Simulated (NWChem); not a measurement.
Molecule: GaNH$_{3}$OCl; SMILES [OH][Ga]([Cl])[NH2]

```xyz
7

Ga     0.0068    -0.3128    -0.0020
Cl    -0.0243     1.8354     0.0016
O      1.5691    -1.1525     0.0040
H      2.3267    -0.5590    -0.0030
N     -1.5255    -1.2391     0.0105
H     -1.5611    -2.2488    -0.0358
H     -2.4372    -0.8043    -0.0317
```
Atoms are numbered in this order, from 1.

Geometry: optimised at PBE0/def2-SVP.

Question: List the 4 lowest vertical singlet excitations from PBE0/def2-SVPD, TDA (NWChem).

Answer: 
| state | energy (eV) | oscillator strength | leading excitation (squared amplitude) |
|---|---|---|---|
| S1 | 5.50 | 0.017 | HOMO → LUMO (0.98) |
| S2 | 6.64 | 0.002 | HOMO−2 → LUMO (0.95) |
| S3 | 6.73 | 0.033 | HOMO−1 → LUMO (0.84) |
| S4 | 7.12 | 0.146 | HOMO → LUMO+1 (0.81) |
